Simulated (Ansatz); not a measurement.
Basis-set extrapolation for `[SiH3]CN1[SiH2]P1` (PBE0-D4/def2-TZVP geometry, frozen core, the Gaussian-basis code of Ansatz). Multiplicity 1, RHF reference.

```csv
,def2-TZVPP,def2-QZVPP
HF,-1015.614917,-1015.647604
MP2 correlation,-0.780221,-0.835805
CCSD(T) correlation,-0.880009,not run
```

Energies in hartree. Use E(X) = E(∞) + A·exp(−7.88·√X) for Hartree–Fock and E(X) = E(∞) + B·X^(−2.97) for correlation, with X = 3 and 4, and add CCSD(T) minus MP2 of the smaller set to the MP2 limit.

What is the CCSD(T) energy at the basis-set limit?

HF limit: -1015.647604 + (-0.032687) × 0.13774 = -1015.65211. MP2 limit: -0.835805 + (-0.055584) × 0.74074 = -0.87698. Higher-order term: -0.880009 − (-0.780221) = -0.09979. Total: -1016.62888 hartree, 3.65 eV below CCSD(T)/def2-TZVPP.
